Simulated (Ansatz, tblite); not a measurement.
Spin states of SnAu2 (the lowest singlet isomer of a short search), each relaxed with B3LYP-D4/def2-TZVP in Ansatz. Electronic energies in the gas phase.

In the def2 sets Au, Sn take a core potential; there is no spin–orbit coupling. The xTB rows come from tblite. Correlated methods freeze 4 core orbitals; core or outer-core shells of Au, Sn are correlated, in sets that lack core-valence functions. The structure comes from a short search, and lower isomers may exist.

Singlet geometry (C2v within 0.1 Å):

```xyz
3

Au    0.320    0.417    1.884
Au   -1.075    0.450   -1.571
Sn    0.755   -0.868   -0.313
```

Triplet geometry (C2v within 0.1 Å):

Cartesian coordinates in Å:
```
Au 1.044 -1.721 1.179
Au -1.514 1.135 -1.364
Sn 0.470 0.587 0.186
```

Quintet geometry (D∞h within 0.1 Å):

```xyz
3

Au   -0.047    0.184    2.693
Au    0.042   -0.192   -2.693
Sn    0.006    0.008    0.000
```

⟨S²⟩: triplet 2.01 at PBE0-D4/def2-TZVP (pure 2.00), quintet 6.01 at PBE0-D4/def2-TZVP (pure 6.00).

Run but left out: B2PLYP/def2-TZVP (singlet: restricted singlet, unstable in another Hartree–Fock run and untested here).

Only these spin states were relaxed.

```
              level  triplet − singlet (kcal/mol)  quintet − singlet (kcal/mol)  lowest of these
           GFN1-xTB                          30.9                          88.0          singlet
           GFN2-xTB                          54.7                         152.4          singlet
revPBE-D4/def2-TZVP                          32.7                          91.8          singlet
   B97M-V/def2-TZVP                          30.2                          87.9          singlet
  ωB97X-V/def2-TZVP                          29.2                          89.2          singlet
```

Q: Estimate the rows for PBE-D4/def2-TZVP, BLYP-D4/def2-TZVP, r2SCAN-D4/def2-TZVP, PBE0-D4/def2-TZVP, RPA@PBE/def2-TZVP.

A: 
| level | triplet − singlet (kcal/mol) | quintet − singlet (kcal/mol) | lowest of these |
| --- | --- | --- | --- |
| PBE-D4/def2-TZVP | 33.6 | 94.6 | singlet |
| BLYP-D4/def2-TZVP | 35.8 | 98.5 | singlet |
| r2SCAN-D4/def2-TZVP | 30.4 | 90.1 | singlet |
| PBE0-D4/def2-TZVP | 28.8 | 87.0 | singlet |
| RPA@PBE/def2-TZVP | 31.6 | 87.4 | singlet |

The xTB methods have no spin-polarisation term.
